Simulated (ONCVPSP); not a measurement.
## Varying the ONCV potential for Rb (Z = 37)

Base potential:

Rb, optimised norm-conserving Vanderbilt (ONCV), made with ONCVPSP 4.0.1 (PBE, scalar-relativistic). Core [Ar] 3d10, reference 4s2 4p6 5s0.75 (charge +0.25). Waves: 4s+5s: rc 2.20 bohr, ncon 4, nbas 8, qcut 5.4 1/bohr, 2 projectors; 4p: rc 1.50 bohr, ncon 4, nbas 7, qcut 4.6 1/bohr, 2 projectors, debl 3.7 Ha; d scattering state at 0.4 Ha: rc 1.50 bohr, ncon 3, nbas 7, qcut 5.4 1/bohr, local. Local part: the d channel. Core correction: Teter function, fcfact 4.5, rcfact 1.45.

Cutoffs, loose and tight: the cutoffs (Ha) at which the residual kinetic energy of the hardest occupied pseudo-wave falls to 1 and 0.1 mHa per electron. They do not see the model core or the augmentation charge, which bear on the density cutoff. Test errors are all-electron minus pseudo excitation energies from the reference, over the configurations 4s2 4p6 5s1; 4s2 4p6 5s0; 4s2 4p6 5s0.5; 4s2 4p6 4d0.5 5s0.5. A dash means not determined; rows that change the core or the reference have their own tests.

A true bound ghost makes a file unfit for plane-wave use even where its test errors are small: the radial tests pick states by their node count and pass the ghost by.

| change | outcome | cutoff, loose | cutoff, tight | bound ghosts | GHOST(+) flags above zero | largest test error (meV) |
| --- | --- | --- | --- | --- | --- | --- |
| base | generated | 31 Ha | 61 Ha | none | none | -0.4 |
| s: qcut 3.7; p: qcut 3.1; d: qcut 3.7 | generated | 44 Ha | 61 Ha | none | none | -0.6 |
| s: qcut 4.1; p: qcut 3.5; d: qcut 4.1 | generated | 46 Ha | 62 Ha | none | none | -0.5 |
| s: qcut 4.6; p: qcut 3.9; d: qcut 4.6 | generated | 46 Ha | 62 Ha | none | none | -0.5 |
| s: qcut 5.9; p: qcut 5.1; d: qcut 5.9 | generated | 25 Ha | 58 Ha | none | none | -0.4 |
| s: qcut 6.7; p: qcut 5.7; d: qcut 6.7 | generated | 16 Ha | 52 Ha | s | none | -0.3 |
| s: qcut 7.2; p: qcut 6.1; d: qcut 7.2 | generated | 16 Ha | 34 Ha | none | s | -0.3 |
| s: qcut 7.9; p: qcut 6.7; d: qcut 7.9 | generated | 18 Ha | 23 Ha | none | none | -0.3 |

What comes out with this change to the base: s: qcut 5.2; p: qcut 4.4; d: qcut 5.2?

outcome: generated; cutoff, loose: 42 Ha; cutoff, tight: 61 Ha; bound ghosts: none; GHOST(+) flags above zero: none; largest test error (meV): -0.4.
